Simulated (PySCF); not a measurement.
## Telling isomers of C$_{5}$H$_{8}$FNSi$_{2}$ apart by NMR

How the numbers were obtained: GFN2-xTB structure, shieldings: GIAO PBE0/pcSseg-1, in PySCF 2.14 (non-relativistic, a single conformation, fast rotation and ring inversion assumed for equivalent nuclei, no solvent model).

δ = σ(ref) − σ, references computed at the same level: TMS for $^{1}$H and $^{13}$C. Splittings of carbon signals by F and P are missing where no couplings were computed. Where no couplings were computed, multiplicities follow the n + 1 count of equivalent neighbours, and m marks all less simple cases (inequivalent or close neighbours, rings, F or P nearby). Shifts are as computed. Against solution values, carbons near 30 ppm lie about +3 ppm off and those near 130 ppm about +5 ppm. Of 1309 compounds with measured shifts, 239 miss one by over three times the rms of a fit or turn the order of signals round; such compounds aren't used in these exercises. OH and NH positions are gas-phase values without hydrogen bonding to other molecules.

(1) Tabulate the signals of `C=C/C([SiH2]F)=C(/[SiH3])C#N`, `C#C[Si@](F)(C#CC)N[SiH3]`, `N#C[C@@H]1[SiH2]C=C[SiH2][C@H]1F` and their relative energies.

(2) What is the quickest way to tell C=C/C([SiH2]F)=C(/[SiH3])C#N from C#C[Si@](F)(C#CC)N[SiH3]?

(3) What is the quickest way to tell C#C[Si@](F)(C#CC)N[SiH3] from N#C[C@@H]1[SiH2]C=C[SiH2][C@H]1F?

(4) What is the quickest way to tell C=C/C([SiH2]F)=C(/[SiH3])C#N from N#C[C@@H]1[SiH2]C=C[SiH2][C@H]1F?

Results:

(1) 
```tsv
SMILES	carbon types	δC	δH	E rel. (kcal/mol)
C=C/C([SiH2]F)=C(/[SiH3])C#N	3×C 1×CH 1×CH2	174.0, 149.1, 129.3, 128.3, 122.9	7.67 (m, 1H), 5.87 (m, 1H), 5.67 (m, 2H), 5.31 (m, 1H), 4.48 (s, 3H)	10.8
C#C[Si@](F)(C#CC)N[SiH3]	3×C 1×CH 1×CH3	110.1, 100.0, 87.7, 84.9, 5.6	4.76 (s, 3H), 2.10 (s, 3H), 1.91 (s, 1H), 0.42 (br s, 1H)	0.0
N#C[C@@H]1[SiH2]C=C[SiH2][C@H]1F	1×C 4×CH	152.7, 151.0, 122.7, 86.6, 16.1	7.41 (m, 1H), 7.34 (m, 1H), 5.55 (m, 1H), 4.85 (m, 1H), 4.75 (m, 1H), 4.46 (m, 1H), 4.37 (m, 1H), 2.86 (m, 1H)	27.5
```

Energies are electronic energies at PBE0/pcSseg-1 on these geometries, without zero-point or thermal terms, each for the one conformer computed, which needn't be the lowest.

(2) Both give the same number of carbon signals, but DEPT or the intensities differ. The first has a fully substituted alkene carbon (C) at 174.0 ppm, the second a propargylic methyl carbon (CH3) at 5.6 ppm. Their most deshielded carbons lie at 174.0 and 110.1 ppm. In the proton spectra the most deshielded non-exchanging signals are 7.67 (m, 1H) and 4.76 (s, 3H).

(3) Both give the same number of carbon signals, but DEPT or the intensities differ. The first has a propargylic methyl carbon (CH3) at 5.6 ppm, the second an sp3 CH bonded to Si, α to a nitrile at 16.1 ppm. Their most deshielded carbons lie at 110.1 and 152.7 ppm. In the proton spectra the most deshielded non-exchanging signals are 4.76 (s, 3H) and 7.41 (m, 1H).

(4) Both give the same number of carbon signals, but DEPT or the intensities differ. The first has a terminal =CH2 carbon at 129.3 ppm, the second an sp3 CH bonded to F and Si at 86.6 ppm. Their most deshielded carbons lie at 174.0 and 152.7 ppm.
